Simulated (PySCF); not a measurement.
Si(H)(Me)2(Cl) (C2H7ClSi), SMILES [SiH](C)(Cl)C. The structure is a stationary point at r2SCAN-D4/def2-SVP.

Computed equilibrium geometry at r2SCAN-D4/def2-SVP (PySCF confirms it by a frequency run) as a Z-matrix, and its point group:
point group Cs.
```
Si
H 1 1.4923
C 1 1.8675 2 110.66
H 3 1.1011 1 111.17 2 57.96
H 3 1.1017 4 108.00 1 -121.73
H 3 1.1028 4 108.06 5 -116.77
C 1 1.8675 2 110.66 3 -124.99
H 7 1.1011 1 111.17 2 -57.96
H 7 1.1017 8 108.00 1 121.73
H 7 1.1028 8 108.06 9 116.77
Cl 1 2.0910 2 106.67 3 117.51
```
Charge 0, spin multiplicity 1.
